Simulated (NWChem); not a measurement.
System: AuNH3Cl; SMILES [NH3]->[Au][Cl]

Excerpt of the output:

```
             Northwest Computational Chemistry Package (NWChem) 7.3.0
             --------------------------------------------------------

 C3V symmetry detected

                             Geometry "geometry" -> ""
                             -------------------------

 Output coordinates in angstroms (scale by  1.889725989 to convert to a.u.)

  No.       Tag          Charge          X              Y              Z
 ---- ---------------- ---------- -------------- -------------- --------------
    1 Au                  79.0000     0.00000000     0.00000000     0.15239758
    2 Cl                  17.0000    -0.00000000    -0.00000000    -2.10040142
    3 N                    7.0000     0.00000000     0.00000000     2.25401958
    4 H                    1.0000     0.67130100     0.67130100     2.62975958
    5 H                    1.0000     0.24571322    -0.91701422     2.62975958
    6 H                    1.0000    -0.91701422     0.24571322     2.62975958

 Effective nuclear repulsion energy (a.u.)     533.8873187208

      Symmetry information
      --------------------

 Group name             C3v
 Group number             17
 Group order               6
 No. of unique centers     4

                                Z-matrix (autoz)
                                --------

 Units are Angstrom for bonds and degrees for angles

      Type          Name      I     J     K     L     M      Value
      ----------- --------  ----- ----- ----- ----- ----- ----------
    1 Stretch                  1     2                       2.25280
    2 Stretch                  1     3                       2.10162
    3 Stretch                  3     4                       1.02101
    4 Stretch                  3     5                       1.02101
    5 Stretch                  3     6                       1.02101
    6 Bend                     1     3     4               111.59273
    7 Bend                     1     3     5               111.59273
    8 Bend                     1     3     6               111.59273
    9 Bend                     2     3     4               111.59273
   10 Bend                     2     3     5               111.59273
   11 Bend                     2     3     6               111.59273
   12 Bend                     4     3     5               107.26891
   13 Bend                     4     3     6               107.26891
   14 Bend                     5     3     6               107.26891
   15 Torsion                  2     1     4     3         180.00000
   16 Torsion                  2     1     5     3        -180.00000
   17 Torsion                  2     1     6     3         180.00000

                           NWChem Geometry Optimization
                           ----------------------------

 maximum gradient threshold         (gmax) =   0.000450
 rms gradient threshold             (grms) =   0.000300
 maximum cartesian step threshold   (xmax) =   0.001800
 rms cartesian step threshold       (xrms) =   0.001200
 fixed trust radius                (trust) =   0.300000
 source of zmatrix                         =   autoz

          -------------------
          Energy Minimization
          -------------------

 Using diagonal initial Hessian
 Scaling for Hessian diagonals: bonds = 1.00  angles = 0.25  torsions = 0.10

          --------
          Step   0

                                 NWChem DFT Module
                                 -----------------

 Summary of "ao basis" -> "ao basis" (spherical)
 ------------------------------------------------------------------------------
       Tag                 Description            Shells   Functions and Types
 ---------------- ------------------------------  ------  ---------------------
 Au                         def2-svp                12       32   6s3p2d1f
 Cl                         def2-svp                 8       18   4s3p1d
 N                          def2-svp                 6       14   3s2p1d
 H                          def2-svp                 3        5   2s1p

      Symmetry analysis of basis
      --------------------------

        a1         31
        a2          2
        e          46

  Rotation of axis

[...]

      ----------------------
      Optimization converged
      ----------------------

  Step       Energy      Delta E   Gmax     Grms     Xrms     Xmax
  ---- ---------------- -------- -------- -------- -------- --------
@    3    -652.15758619 -8.5D-08  0.00003  0.00001  0.00010  0.00027
                                     ok       ok       ok       ok

                                Z-matrix (autoz)
                                --------

 Units are Angstrom for bonds and degrees for angles

      Type          Name      I     J     K     L     M      Value     Gradient
      ----------- --------  ----- ----- ----- ----- ----- ---------- ----------
    1 Stretch                  1     2                       2.26158   -0.00000
    2 Stretch                  1     3                       2.11152   -0.00003
    3 Stretch                  3     4                       1.03034    0.00002
    4 Stretch                  3     5                       1.03034    0.00002
    5 Stretch                  3     6                       1.03034    0.00002
    6 Bend                     1     3     4               111.65223    0.00001
    7 Bend                     1     3     5               111.65223    0.00001
    8 Bend                     1     3     6               111.65223    0.00001
    9 Bend                     2     3     4               111.65223    0.00001
   10 Bend                     2     3     5               111.65223    0.00001
   11 Bend                     2     3     6               111.65223    0.00001
   12 Bend                     4     3     5               107.20489   -0.00001
   13 Bend                     4     3     6               107.20489   -0.00001
   14 Bend                     5     3     6               107.20489   -0.00001
   15 Torsion                  2     1     4     3        -180.00000    0.00000
   16 Torsion                  2     1     5     3         180.00000    0.00000
   17 Torsion                  2     1     6     3        -180.00000   -0.00000

                         Geometry "geometry" -> "geometry"
                         ---------------------------------

 Output coordinates in angstroms (scale by  1.889725989 to convert to a.u.)

  No.       Tag          Charge          X              Y              Z
 ---- ---------------- ---------- -------------- -------------- --------------
    1 Au                  79.0000    -0.00000000     0.00000000     0.14504623
    2 Cl                  17.0000     0.00000000     0.00000000    -2.11653023
    3 N                    7.0000    -0.00000000    -0.00000000     2.25656852
    4 H                    1.0000     0.67715644     0.67715644     2.63673665
    5 H                    1.0000     0.24785646    -0.92501290     2.63673665
    6 H                    1.0000    -0.92501290     0.24785646     2.63673665

 Effective nuclear repulsion energy (a.u.)     531.5239572794

      Symmetry information
      --------------------

[...]

 Rotational Constants
 --------------------
 A=   6.079749 cm-1  (  8.747208 K)
 B=   0.066273 cm-1  (  0.095350 K)
 C=   0.066273 cm-1  (  0.095350 K)

 Temperature                      =   298.15K
 frequency scaling parameter      =   1.0000

 Zero-Point correction to Energy  =   24.406 kcal/mol  (  0.038894 au)
 Thermal correction to Energy     =   27.602 kcal/mol  (  0.043987 au)
 Thermal correction to Enthalpy   =   28.195 kcal/mol  (  0.044931 au)

 Total Entropy                    =   72.463 cal/mol-K
   - Translational                =   42.418 cal/mol-K (mol. weight = 248.9620)
   - Rotational                   =   21.424 cal/mol-K (symmetry #  =        3)
   - Vibrational                  =    8.621 cal/mol-K

 Cv (constant volume heat capacity) =   14.857 cal/mol-K
   - Translational                  =    2.979 cal/mol-K
   - Rotational                     =    2.979 cal/mol-K
   - Vibrational                    =    8.898 cal/mol-K

[normal modes left out]

 ----------------------------------------------------------------------------
 Normal Eigenvalue ||           Projected Infra Red Intensities
  Mode   [cm**-1]  || [atomic units] [(debye/angs)**2] [(KM/mol)] [arbitrary]
 ------ ---------- || -------------- ----------------- ---------- -----------
    1       -0.000 ||    0.001511           0.035         1.473       0.825
    2       -0.000 ||    0.008730           0.201         8.510       4.769
    3       -0.000 ||    0.009988           0.230         9.737       5.457
    4       -0.000 ||    0.000001           0.000         0.001       0.001
    5       -0.000 ||    0.001818           0.042         1.772       0.993
    6       -0.000 ||    0.001856           0.043         1.809       1.014
    7      129.319 ||    0.009242           0.213         9.010       5.049
    8      129.319 ||    0.009242           0.213         9.010       5.049
    9      365.645 ||    0.016521           0.381        16.106       9.026
   10      427.593 ||    0.004989           0.115         4.863       2.725
   11      669.788 ||    0.020974           0.484        20.447      11.458
   12      669.788 ||    0.020974           0.484        20.447      11.458
   13     1191.707 ||    0.068888           1.589        67.156      37.634
   14     1575.918 ||    0.021229           0.490        20.695      11.597
   15     1575.918 ||    0.021229           0.490        20.695      11.597
   16     3376.042 ||    0.009530           0.220         9.290       5.206
   17     3484.790 ||    0.051382           1.185        50.090      28.070
   18     3484.790 ||    0.051382           1.185        50.090      28.070
 ----------------------------------------------------------------------------
```

Level: PBE/def2-SVP with def2 effective core potentials on Au. def2 effective core potentials on Au; no spin-orbit coupling.

Question: Write an input that gives this output.

Answer: This is not unique; one that fits is the input that was run:
```
start job
memory heap 200 mb stack 900 mb global 1100 mb
geometry units angstroms
  Au     0.000000     0.000000     0.173812
  Cl     0.000000     0.000000    -2.078987
  N      0.000000     0.000000     2.275434
  H      0.526592    -0.789931     2.651174
  H     -0.947396    -0.061076     2.651174
  H      0.420804     0.851008     2.651174
end
basis spherical
  * library def2-svp
end
ecp
  Au library def2-ecp
end
dft
  xc xpbe96 cpbe96
  iterations 150
end
driver
  maxiter 120
end
task dft optimize
dft
  grid fine
  convergence energy 1d-8 density 1d-7
end
task dft freq numerical
```
